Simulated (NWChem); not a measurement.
# Plane-wave run on Li₂Se (space group Fm-3m)

```yaml
crystal:
  lattice:
    - [0.00000, 2.97605, 2.97605]
    - [2.97605, 0.00000, 2.97605]
    - [2.97605, 2.97605, 0.00000]
  atoms:
    - { symbol: Li, position: [0.75000, 0.75000, 0.75000] }
    - { symbol: Li, position: [0.25000, 0.25000, 0.25000] }
    - { symbol: Se, position: [0.00000, 0.00000, 0.00000] }
```

All runs are NWChem calculations. Origin of the cell: Materials Project cell, not relaxed here.

Norm-conserving pseudopotentials with valence charges Li 1, Se 6, fixed occupations, no spin-orbit coupling, density cut at twice the wavefunction cutoff.

The filled d shells of Se are in the core.

Level: revPBE, Troullier-Martins, cutoff 30 Ha, density from a 4×4×4 mesh. Bands run along Γ–X–U|K–Γ–L–W–X with k in units of the cell's reciprocal vectors.

### Question
Give the band energies at the labelled points, in eV from the valence-band top.

### Answer
```tsv
point	k	band 1	band 2	band 3	band 4	band 5	band 6
Γ	0.000 0.000 0.000	-11.48	0.00	0.00	0.00	3.67	5.47
X	0.500 0.000 0.500	-10.96	-2.35	-1.48	-1.48	3.07	6.04
U	0.625 0.250 0.625	-10.96	-2.14	-2.13	-1.21	4.19	7.18
K	0.375 0.375 0.750	-10.96	-2.14	-2.13	-1.21	4.19	7.18
L	0.500 0.500 0.500	-11.08	-2.97	-0.55	-0.55	5.18	5.86
W	0.500 0.250 0.750	-10.95	-1.96	-1.96	-1.80	5.30	6.49
```
Bands up to 4 are filled.
